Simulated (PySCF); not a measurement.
B3LYP has the VWN-RPA correlation part, as in Gaussian. Excitations are Tamm–Dancoff values on a coarser integration grid. The basis has no diffuse functions, so Rydberg states are missing or too high.

Z-matrix (Å, degrees):
```
C
C 1 1.3604
H 2 1.0983 1 117.71
C 2 1.4527 3 114.37 1 -178.63
C 4 1.3452 2 123.19 3 0.40
H 5 1.0924 4 121.61 2 -179.94
H 4 1.0938 5 118.94 6 0.17
H 5 1.0947 6 117.13 4 179.95
C 1 1.4853 2 119.82 3 2.43
C 9 1.4087 1 120.92 2 -143.62
H 10 1.0928 9 119.71 1 0.89
C 10 1.3955 11 119.09 9 -178.57
H 12 1.0927 10 119.63 11 -0.75
C 12 1.3972 13 120.13 10 -179.92
H 14 1.0925 12 120.31 13 -0.48
C 14 1.3983 15 120.30 12 179.46
H 16 1.0929 14 120.04 15 -0.48
C 16 1.3947 17 119.62 14 179.26
H 18 1.0919 16 119.60 17 -1.19
Si 1 1.8927 2 123.84 3 -178.31
H 20 1.4889 1 111.91 2 -18.08
H 20 1.4902 21 108.91 7 142.49
H 20 1.4942 21 107.87 7 -100.58
```
Charge 0, multiplicity 1.

Q: Predict the HOMO–LUMO gap, HOMO, dipole moment, S1 oscillator strength and T1 excitation (TDA) from B3LYP-D3(BJ)/def2-TZVP // B3LYP-D3(BJ)/def2-SVP run with PySCF 2.14.0.

A: 
The HOMO–LUMO gap is 4.39 eV and the HOMO is -6.18 eV. The dipole moment comes out as 0.72 D. The S1 oscillator strength is 0.738. The T1 excitation (TDA) is 2.64 eV.
